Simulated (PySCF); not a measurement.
B(Me)3(MeCN), C5H12BN, singlet, GFN2-xTB optimised geometry.

```
19

B     -0.01    -1.74     0.00
C      1.62    -1.74     0.00
H      1.99    -2.76     0.00
H      2.03    -1.25     0.88
H      2.03    -1.24    -0.88
C     -0.65    -2.38     1.36
H     -0.27    -1.89     2.26
H     -0.40    -3.43     1.43
H     -1.74    -2.31     1.38
C     -0.65    -2.38    -1.36
H     -0.26    -1.90    -2.26
H     -1.74    -2.29    -1.39
H     -0.41    -3.44    -1.43
C     -1.10     2.17    -0.01
C     -0.72     0.79     0.00
N     -0.41    -0.32     0.00
H     -2.03     2.29    -0.55
H     -0.32     2.76    -0.49
H     -1.23     2.52     1.02
```

Density from PBE0/def2-SVP (PySCF) at that geometry.

Minimum of the electron density along straight lines between bonded atoms, close to the bond critical point (lines longer than 1.1 times the sum of covalent radii, or with two minima, are not listed):

| bond | length / Å | ρ at the minimum / e bohr⁻³ | ∇²ρ there / e bohr⁻⁵ | position (fraction from the first atom) |
|---|---|---|---|---|
| B1–C2 | 1.636 | 0.156 | -0.08 | 0.32 |
| C2–H3 | 1.086 | 0.272 | -0.96 | 0.62 |
| C2–H4 | 1.089 | 0.270 | -0.94 | 0.61 |
| C2–H5 | 1.089 | 0.270 | -0.94 | 0.61 |
| B1–C6 | 1.635 | 0.156 | -0.08 | 0.32 |
| C6–H7 | 1.089 | 0.270 | -0.94 | 0.61 |
| C6–H8 | 1.086 | 0.272 | -0.96 | 0.62 |
| C6–H9 | 1.089 | 0.270 | -0.94 | 0.61 |
| B1–C10 | 1.636 | 0.156 | -0.08 | 0.32 |
| C10–H11 | 1.088 | 0.270 | -0.94 | 0.61 |
| C10–H12 | 1.089 | 0.270 | -0.94 | 0.61 |
| C10–H13 | 1.086 | 0.272 | -0.96 | 0.62 |
| C14–C15 | 1.431 | 0.273 | -0.70 | 0.45 |
| B1–N16 | 1.478 | 0.142 | 0.85 | 0.32 |
| C15–N16 | 1.149 | 0.457 | 0.49 | 0.35 |
| C14–H17 | 1.090 | 0.275 | -1.04 | 0.64 |
| C14–H18 | 1.090 | 0.275 | -1.04 | 0.64 |
| C14–H19 | 1.090 | 0.275 | -1.04 | 0.64 |
